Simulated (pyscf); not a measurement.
HO–Si(F)(F)–Cl, singlet

Gas-phase minimum from PySCF at ωB97X-D3(BJ)/def2-SVP, one conformer. 

```
Si
F 1 1.6055
F 1 1.6056 2 105.77
O 1 1.6271 2 111.33 3 121.22
H 4 0.9634 1 119.00 2 -58.07
Cl 1 2.0158 2 109.75 3 -118.23
```
Charge 0, spin multiplicity 1.

Properties at ωB97X-D3(BJ)/def2-SVP:

```json
{
 "harmonic_wavenumbers_unscaled": "134, 221, 237, 331, 343, 349, 588, 760, 895, 985, 1023, 3934 cm⁻¹",
 "zero_point_energy": "14.0 kcal/mol",
 "rotational_symmetry_number": "1",
 "Entropy of this conformer at 298 K and 1 atm, rigid rotor and harmonic oscillator, modes under 100 cm⁻¹ raised to 100": "328.9 J/(mol K)",
 "dipole_moment": "1.86 D"
}
```

Single-point totals, which compare only within one level (frozen core for MP2 and CC):

| level | total energy (hartree) |
|---|---|
| ωB97X-D3(BJ)/def2-TZVP | -1025.64924 |
| PBE/def2-TZVP | -1024.99774 |
| r²SCAN/def2-TZVP | -1025.43597 |
| B3LYP-D3(BJ)/def2-TZVP | -1025.64424 |
| PBE0-D3(BJ)/def2-TZVP | -1025.06479 |
| M06-2X/def2-TZVP | -1025.48292 |
| ωB97M-D3(BJ)/def2-TZVP | -1025.74914 |
| HF/def2-TZVPP | -1023.16638 |
| MP2/def2-TZVPP | -1024.20326 |
| CCSD/def2-TZVPP | -1024.22123 |
| CCSD(T)/def2-TZVPP | -1024.25639 |

Soft torsions are taken as harmonic, which can shift the entropy by several J/(mol K). The CCSD(T) − MP2 part came from Ansatz, without density fitting, on the same reference.
